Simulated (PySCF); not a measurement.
Isomers of C7H9NSi, one conformer each; single-point electronic energies without zero-point terms and without any empirical dispersion term.

Computed with PySCF at PBE0/pcSseg-1, non-relativistic, each on one gas-phase PBE0-D3(BJ)/def2-SVP geometry that isn't relaxed in the solvent. The solvent is an IEF-PCM continuum (van der Waals radii × 1.2). The model holds no explicit solvent molecules, cavitation or dispersion.

```json
{"isomer": "`C1=CC([SiH]2CC2)=CC=N1`", "relative energy, gas (kcal/mol)": "0.0", "dipole (D)": "1.95"}
{"isomer": "`CC#C[SiH2]n1cccc1`", "relative energy, gas (kcal/mol)": "1.8", "dipole (D)": "2.86"}
```

Task: How do the relative energies look in benzene (ε = 2.271)?

Result: 
```tsv
isomer	relative energy, solvent (kcal/mol)	E(solvent) − E(gas) (kcal/mol)	dipole in solvent (D)
`C1=CC([SiH]2CC2)=CC=N1`	0.0	-2.3	2.28
`CC#C[SiH2]n1cccc1`	1.6	-2.5	3.19
```

The order is unchanged. Conformers: `[cH:1]1[cH:2][c:3]([SiH:4]2[CH2:5][CH2:6]2)[cH:7][cH:8][n:9]1` with C2–C3–Si4–C5 154°; `[CH3:1][C:2]#[C:3][SiH2:4][n:5]1[cH:6][cH:7][cH:8][cH:9]1` with C3–Si4–N5–C6 122°. `CC#C[SiH2]n1cccc1` gains most from the continuum, and it has the largest gas-phase dipole. The gains span 0.2 kcal/mol, the gas-phase energies 1.8 kcal/mol.
